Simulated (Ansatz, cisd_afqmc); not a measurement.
Species: CCl3F, charge 0, singlet. CCl3F (trichloro(fluoro)methane, SMILES FC(Cl)(Cl)Cl).
B3LYP-D3(BJ)/def2-TZVP minimum from Ansatz (an electronic-structure program):
```xyz
5

F     -0.0146    -0.0321     1.5911
C     -0.0023    -0.0051     0.2508
Cl     1.5277    -0.7112    -0.3108
Cl    -1.3807    -0.9552    -0.3423
Cl    -0.1384     1.6852    -0.2777
```

Atomisation energy term by term, kcal/mol (programs: Ansatz, cisd_afqmc). Radicals and triplets start from unrestricted determinants; spin-orbit coupling is neglected. Correlated methods leave the cores frozen. Rows without X2C or -DK are non-relativistic. AFQMC/CISD: phaseless, guided by CISD from CCSD amplitudes; bars are statistical, one sigma. Outlying blocks are dropped, and bars are widened where a walk drifts. Over all cases where full CI ran beside it in this data, AFQMC minus full CI had a median of +0.1 mEh and passed +0.4 mEh in a tenth of the cases. CBS(X,Y): correlation extrapolated as X^-3, Hartree-Fock from the larger set. A bracket is a step between two methods taken in the basis named. '+ core + X2C': CCSD(T) terms for core correlation (cc-pwCVTZ, 1s frozen past Ne) and scalar relativity (cc-pVTZ-DK).

```
term                                       basis  kcal/mol
------------------  ----------------------------  --------
Hartree-Fock                         cc-pV(Q+d)Z    208.63
CCSD correlation    CBS(cc-pV(T+d)Z,cc-pV(Q+d)Z)    126.68
(T)                 CBS(cc-pV(T+d)Z,cc-pV(Q+d)Z)     15.76
CCSDT(Q) - CCSD(T)                   cc-pV(D+d)Z      0.59
core correlation                       cc-pwCVTZ      1.52
scalar relativity                X2C, cc-pVTZ-DK     -0.68
sum: De                                              352.5
```

The step beyond CCSD(T) by other levels: AFQMC/CISD in cc-pV(T+d)Z 0.81 ± 0.32 kcal/mol.
